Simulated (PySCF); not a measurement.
Q: What does the PBE0-D3(BJ)/def2-SVP structure of Ti(OSiH3)4, `[SiH3][O][Ti]([O][SiH3])([O][SiH3])[O][SiH3]` look like in three dimensions? (Singlet state.)

A: 
```
atom  x, y, z in Å
Ti1   -0.026   -0.032    0.017
O2     0.681   -0.637    1.533
Si3    1.247   -1.137    3.012
H4     0.922   -2.580    3.215
H5     0.609   -0.332    4.095
H6     2.728   -0.954    3.070
O7     1.109   -0.316   -1.321
Si8    2.189   -0.562   -2.557
H9     1.860   -1.834   -3.266
H10    3.575   -0.648   -2.008
H11    2.116    0.573   -3.524
O12   -0.336    1.712    0.165
Si13  -0.501    3.359    0.278
H14   -0.573    3.761    1.715
H15   -1.750    3.790   -0.416
H16    0.672    4.028   -0.359
O17   -1.557   -0.873   -0.315
Si18  -2.966   -1.649   -0.723
H19   -3.733   -1.983    0.514
H20   -2.654   -2.908   -1.462
H21   -3.798   -0.763   -1.591
```

Orientation and origin are arbitrary. Atoms count from 1 in this order. All 4 O–Si bonds measure 1.660 Å. Si3 (silicon bonded to O and 3 H) is tetrahedral (angles from 109.2° to 109.8°). Ti1 (titanium bonded to 4 O) is tetrahedral (angles from 109.2° to 109.9°). O2 (oxygen bonded to Si and Ti) is almost linear (angle 175.5°).

Bonds between heavy atoms (Å): Ti1–O2 1.778, Ti1–O7 1.777, Ti1–O12 1.777, Ti1–O17 1.778, O2–Si3 1.660, O7–Si8 1.660, O12–Si13 1.660, O17–Si18 1.660.

Method: PBE0-D3(BJ)/def2-SVP geometry optimisation, gas phase in PySCF.

Point group: near C2, missed by 0.14 Å at most; the miss may be what the optimiser left on a soft mode. Not checked by PBE0-D3(BJ)/def2-SVP frequencies.
